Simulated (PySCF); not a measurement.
C₅H₄O₂, SMILES O1C(OC=C1)=C=C. Atoms are numbered in the order given.

```xyz
11

C      0.0000     0.0000     2.9031
C      0.0000     0.0000     1.5921
C      0.0000     0.0000     0.2753
O      0.0000     1.1265    -0.5265
C      0.0000     0.6681    -1.8289
C      0.0000    -0.6681    -1.8289
O      0.0000    -1.1265    -0.5265
H      0.9312     0.0000     3.4885
H     -0.9312     0.0000     3.4885
H      0.0000     1.4155    -2.6147
H      0.0000    -1.4155    -2.6147
```
Charge 0, spin multiplicity 1.

Geometry: TPSSh-D3(BJ)/def2-SVP. This is a generated structure with no PubChem entry under its InChIKey; it may be hypothetical.

Method: SMD-ωB97X/def2-SVP (PySCF).

Solvation free energies are E(SMD) − E(gas) at the gas-phase geometry, for 1 M in both phases. In vacuum the dipole moment is 1.74 D.

Computed solvation free energies in water, dichloromethane, acetonitrile:
```
solvent          ΔG(solv) (kcal/mol)  its non-electrostatic (CDS) part  dipole (D)
---------------  -------------------  --------------------------------  ----------
water                           -1.0                               5.6        2.06
dichloromethane                 -4.2                               0.4        2.04
acetonitrile                    -4.2                               1.1        2.09
```
